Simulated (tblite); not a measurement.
Compound: C7H12OSi.
Z-matrix (Å and degrees, GFN2-xTB geometry), rows numbered from 1:
```
C 
C   1  1.5232
C   2  1.5356  1  111.28
C   3  1.4955  2  111.71  1  -179.72
C   4  1.3398  3  123.38  2   102.48
C   5  1.4619  4  117.59  3   179.99
O   6  1.2151  5  124.67  4   178.62
Si  6  1.9277  5  107.30  4    -1.47
C   4  1.5012  3  118.27  2   -76.42
H   1  1.0879  2  110.59  3    60.15
H   1  1.0883  2  110.59  3   -59.84
H   1  1.0875  2  110.47  3  -179.81
H   2  1.0920  1  109.32  3   121.17
H   2  1.0922  1  109.70  3  -120.77
H   3  1.0932  2  108.61  1    59.38
H   3  1.0921  2  108.71  1   -58.32
H   5  1.0800  4  123.17  3     0.44
H   8  1.4610  6  113.44  5   118.62
H   8  1.4615  6  112.85  5  -112.14
H   9  1.0913  4  109.08  3    60.36
H   9  1.0914  4  109.39  3   -54.82
```

All values are computed: GFN2-xTB (tblite) harmonic vibrations without scaling, gas phase. This tight-binding method is rough: wavenumbers can miss measured ones by several per cent, in bad cases by 10 to 20. Modes of hydrogen on silicon can be 10 to 20 % off. One conformer, not necessarily the lowest.

Harmonic wavenumbers (cm⁻¹): 27.2, 50.3, 71.3, 108.0, 207.3, 235.0, 291.1, 299.3, 365.0, 393.5, 413.8, 468.7, 499.8, 592.5, 607.1, 624.7, 654.9, 750.5, 759.7, 778.0, 789.1, 854.4, 889.1, 911.4, 947.7, 1066.5, 1080.8, 1098.2, 1113.4, 1127.2, 1147.6, 1214.9, 1230.2, 1271.6, 1280.6, 1301.5, 1347.8, 1416.8, 1449.8, 1478.7, 1493.3, 1502.1, 1504.7, 1640.0, 1708.8, 2280.9, 2284.8, 2958.2, 2961.4, 2972.5, 2980.9, 2986.0, 2988.0, 3029.4, 3034.2, 3039.2, 3081.0.

A = 2963, B = 679.7, C = 587.0 MHz; mass 140.066 u (most abundant isotopes); point group C1, symmetry number 1.

Q: What is the zero-point energy?

A: Half the sum of the wavenumbers: 36830 cm⁻¹ = 105.30 kcal/mol.

Q: Entropy at 350 K, 1 bar (ideal gas, RRHO, classical rotation)?

A: Translation 41.55, rotation 30.47, vibration 39.16: S = 111.2 cal/(mol K).

Q: And Cp and H(350 K) − H(0)?

A: Cp = 47.75 cal/(mol K), of which vibrations give 39.80 (their classical limit is 57 R = 113.3); H(350 K) − H(0) = 9.71 kcal/mol without the zero-point energy, 6.93 from vibrations.

Q: How do the functions run with temperature in this model?

A: 
| T (K) | S (cal/(mol K)) | Cp (cal/(mol K)) | H − H(0) (kcal/mol) | G − H(0) (kcal/mol) | ln q(vib) |
| --- | --- | --- | --- | --- | --- |
| 100 | 73.1 | 19.1 | 1.39 | -5.93 | 2.60 |
| 200 | 89.8 | 30.3 | 3.85 | -14.10 | 5.49 |
| 300 | 104.3 | 42.1 | 7.47 | -23.81 | 8.32 |
| 500 | 130.8 | 62.6 | 18.03 | -47.37 | 14.01 |
| 800 | 165.0 | 82.6 | 40.09 | -91.90 | 22.27 |
| 1000 | 184.4 | 91.3 | 57.52 | -126.88 | 27.41 |

q(vib) and H(0) count from the zero-point level.

Q: Which modes carry the vibrational entropy at 350 K?

A: 27.2 cm⁻¹: 6.34; 50.3 cm⁻¹: 5.12; 71.3 cm⁻¹: 4.43; 108.0 cm⁻¹: 3.62; 207.3 cm⁻¹: 2.36; 235.0 cm⁻¹: 2.13 cal/(mol K); the other 51 give 15.15 together.

Q: What must be added to the electronic energy to get the Gibbs energy at 350 K and 1 bar?

A: ZPE + [H(350 K) − H(0)] − T·S = 105.30 + 9.71 − 38.91 = 76.10 kcal/mol.

Q: Blend soft modes into free rotors: weight 1/[1 + (100 cm⁻¹/ν̃)⁴] for the oscillator and the rest for a rotor with moment μB/(μ + B), μ = h/(8π²ν), B = 10⁻⁴⁴ kg m². What vibrational entropy results?

A: 34.66 cal/(mol K) in place of 39.16, which changes −T·S at 350 K by +1.57 kcal/mol.

Hindered rotation and anharmonicity are outside this model. Other conformers, if any are populated, would add a mixing term that is left out. The structure is chiral; the term R ln 2 for an equal mix with its mirror image is left out.

On one thread of an Intel Xeon at 2.50 GHz, no GPU, shared host, this took 3.9 s wall, 2.9 s CPU. The figure is for the frequency step alone.
